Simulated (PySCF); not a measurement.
Gas-phase reaction: 2 GaF + 4 Cl = 2 GaCl₂ + F₂. Level: ωB97X-V/def2-TZVP†; standard pressure 1 bar.

Computed with PySCF and rigid-rotor harmonic-oscillator thermochemistry at 1 bar. † marks an energy on the PBE0/def2-TZVP geometry and frequencies. Open shells (unrestricted): Cl (multiplicity 2, electronic degeneracy 6), GaCl₂ (multiplicity 2); the rest are closed-shell singlets. Spin-orbit splitting is ignored; it lowers the true energy and changes the entropy of Cl. Ga: all electrons, no relativistic terms. GaCl₂: computed as isolated molecules; such fragments, hydroxides, amides, oligomers or adducts are transient or little studied in the gas. The harmonic model lacks anharmonicity and excited electronic states, which grow with temperature; levels with a mode under 35 cm⁻¹ are left out. Soft modes under 120 cm⁻¹ make the harmonic entropy rough for GaCl₂.

```json
[
 {"T (K)": "600", "1000/T (1/K)": "1.6667", "log10 K": "13.66"},
 {"T (K)": "800", "1000/T (1/K)": "1.2500", "log10 K": "?"},
 {"T (K)": "1000", "1000/T (1/K)": "1.0000", "log10 K": "1.30"},
 {"T (K)": "1200", "1000/T (1/K)": "0.8333", "log10 K": "-1.81"},
 {"T (K)": "1400", "1000/T (1/K)": "0.7143", "log10 K": "-4.04"},
 {"T (K)": "1600", "1000/T (1/K)": "0.6250", "log10 K": "-5.71"}
]
```

Problem. Fit log10 K = a + b·(1000/T) to the five rows, get the mean ΔH° and ΔS°, and predict log10 K at 800 K.

Solution. Means: 1000/T = 0.9679, log10 K = 0.680. Sums of products about the means: Sxy = 12.81360, Sxx = 0.689362, so b = Sxy/Sxx = 18.59 and a = 0.680 − (18.59)×0.9679 = -17.31.
ΔH° = −R ln 10 × 1000 K × b = −19.145 × (18.59) = -356 kJ; ΔS° = R ln 10 × a = -331 J/K. The run's own values go from -354 kJ and -328 J/K at 600 K to -360 kJ and -334 J/K at 1600 K.
Prediction at 800 K: -17.31 + (18.59)×1.2500 = 5.93. The computed value is 5.94, 0.01 from the line.
For scale, ΔH°(298 K) is -351 kJ at this level, -349 kJ at ωB97M-V/def2-TZVP†, and runs from -550 to -47 kJ over the 20 levels computed.
